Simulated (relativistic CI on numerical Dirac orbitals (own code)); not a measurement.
**Energy levels of Xe XXXI**

These numbers are calculated, not measured: Dirac-Coulomb-Breit CI, orbitals from a KLI potential per configuration, model QED (radiative potential, 1s self-energy scaled to tabulated hydrogen-like ionisation energies), unscaled Slater integrals (own radial code, finite nucleus).

CI space (outside the closed core [Ne]): 3s2 3p6 3d6, 3s2 3p5 3d7, 3s2 3p4 3d8, 3s 3p6 3d7, 3p6 3d8, 3s 3p5 3d8, 3s2 3p6 3d5 4s, 3s2 3p6 3d5 4p, 3s2 3p6 3d5 4d, 3s2 3p4 3d7 4s, 3s2 3p5 3d6 4s, 3s2 3p6 3d5 4f, 3s2 3p6 3d4 4s2, 3s 3p6 3d6 4s, 3p6 3d7 4s, 3s2 3p6 3d5 5s. Levels of other configurations are missing.

```tsv
No.	Configuration	Term	J	E (cm⁻¹)	%	Landé g
41	3p5 3d7(2P)	3P°	2	1879304	36	1.261
42	3p5 3d7(4F)	5F°	4	1927438	42	1.347
43	3p5 3d7(2G)	3H°	6	1933437	71	1.160
44	3p5 3d7(4F)	3D°	2	1939191	51	1.166
45	3p5 3d7(2D)	3F°	3	1950838	25	1.132
46	3p5 3d7(4P)	5D°	4	1961115	40	1.259
47	3p5 3d7(2G)	1F°	3	1964559	22	1.148
48	3p5 3d7(2D)	3D°	2	1969459	27	1.325
49	3p5 3d7(4P)	3P°	1	1969965	62	1.335
50	3p5 3d7(4F)	3F°	4	1987743	37	1.217
51	3p5 3d7(4F)	3F°	2	1996134	31	1.159
52	3p5 3d7(4F)	3D°	1	2008370	40	0.607
53	3p5 3d7(2H)	3I°	7	2014070	100	1.138
54	3p5 3d7(2G)	3H°	5	2015499	59	1.107
55	3p5 3d7(4P)	5P°	3	2022295	53	1.463
56	3p5 3d7(2F)	3F°	3	2032312	29	1.130
57	3p5 3d7(2G)	1H°	5	2053734	54	1.058
58	3p5 3d7(2D)	3F°	4	2056551	42	1.157
59	3p5 3d7(4F)	5D°	3	2061583	28	1.294
60	3p5 3d7(2P)	3P°	1	2061733	34	1.526
61	3p5 3d7(2F)	1G°	4	2068368	57	1.018
62	3p5 3d7(4F)	5F°	2	2071399	22	1.186
63	3p5 3d7(4F)	5D°	0	2078704	63	
64	3p5 3d7(4F)	5D°	2	2091386	37	1.385
65	3p5 3d7(2H)	3G°	4	2102729	29	1.091
66	3p5 3d7(2H)	3H°	6	2106715	77	1.129
67	3p5 3d7(2D)	3D°	3	2110099	38	1.305
68	3s2 3p5 3d7	1D°	2	2115564	21	1.323
69	3p5 3d7(2F)	3D°	1	2125671	38	1.186
70	3p5 3d7(2G)	3F°	3	2139063	33	1.077
71	3p5 3d7(4F)	5D°	1	2148613	30	1.066
72	3p5 3d7(4P)	3D°	2	2152422	33	1.287
73	3p5 3d7(2H)	3H°	5	2152884	40	1.138
74	3p5 3d7(2H)	3I°	6	2170650	51	1.030
75	3p5 3d7(4P)	3P°	0	2180026	45	
76	3p5 3d7(2F)	3F°	3	2180251	37	1.090
77	3p5 3d7(2G)	3F°	2	2180976	44	0.925
78	3p5 3d7(2D)	3D°	3	2188924	40	1.074
79	3p5 3d7(2F)	3F°	4	2190842	32	1.067
80	3p5 3d7(2D)	3D°	1	2192651	42	0.956
81	3p5 3d7(2F)	3G°	5	2202520	73	1.149
82	3p5 3d7(2D)	3F°	4	2210094	31	1.181
83	3p5 3d7(2F)	3D°	2	2211961	40	0.896
84	3p5 3d7(2F)	3D°	1	2219508	28	1.263
85	3p5 3d7(2G)	3G°	4	2224099	31	1.040
```

Energies count from the lowest computed level; ° marks odd parity. Percentages are summed over parent terms; the parents shown are those of the largest component, closed shells are left out there.

The mean weight of the leading LS term, summed over parents, in these 45 levels is 42 %, and that of the leading jj configuration (from the same eigenvectors) 63 %, so jj coupling describes them better and the LS labels are nominal.

At this charge energies of transitions that change n are usually good to better than 1 %, and those within a shell (Δn = 0) to a few per cent. Terms inside the open d or f shell come out 10 to 20 % too wide with unscaled integrals.

LS names give the leading component of a level, which can be under half, so a name can repeat, a term be missing and a line seem to break the LS rules.
